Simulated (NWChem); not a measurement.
# BH2, doublet; SMILES [BH2]

```xyz
3

B      0.0000     0.0000     0.1570
H      1.0717     0.0000    -0.3671
H     -1.0717     0.0000    -0.3671
```
Atoms are numbered in this order, from 1.

Level: B3LYP/6-31G* (spherical d), spin-unrestricted (NWChem), optimised geometry, unscaled harmonic frequencies. In the optimisation the excess spin sits in a1 (C2v, its own frame). B3LYP is NWChem's, with the RPA form of VWN correlation.

Q: List the harmonic frequencies with IR intensities, and the thermochemistry.

A: 
```
frequency (cm⁻¹)  IR intensity (km/mol)
----------------  ---------------------
1023                               13.7
2609                                8.9
2768                              117.6
```

```
Quantity                                                                                              Value
-----------------------------------------------------------------------------------------  ----------------
zero-point energy                                                                              9.1 kcal/mol
thermal correction to the enthalpy at 298.15 K (with zero-point energy)                       11.5 kcal/mol
heat capacity Cv                                                                            6.3 cal/(mol K)
entropy at 298.15 K and 1 atm (symmetry number 2, electronic part: spin degeneracy alone)  46.4 cal/(mol K)
dipole moment                                                                                        0.37 D
```

Rigid rotor and harmonic oscillator.
